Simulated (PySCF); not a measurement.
Ge(F)2(Br)(OH) (BrF2GeHO), SMILES [OH][Ge]([F])([F])[Br]. Coordinates come from a PBE-D3(BJ)/def2-SVP optimisation. One conformer was computed; it need not be the lowest.

All values below come from PySCF with PBE-D3(BJ)/def2-SVP.

Harmonic wavenumbers (cm⁻¹): 85, 147, 163, 222, 235, 242, 334, 683, 722, 739, 907, 3700. Rotational constants (GHz): 3.440, 1.255, 1.243; symmetry number 1.

Work out the zero-point energy and the ideal-gas rigid-rotor harmonic-oscillator thermochemistry at 298.15 K and 1 atm.

ZPE = ½ Σ hcν = ½ × 8180 cm⁻¹ = 11.69 kcal/mol. H − E(el) = 16.77 kcal/mol. Entropy in cal/(mol K): translation 41.89, rotation 28.48, vibration 16.82, total 87.20. G − E(el) = -9.22 kcal/mol. Cp = 23.58 cal/(mol K). Modes under 150 cm⁻¹ make the vibrational entropy uncertain.
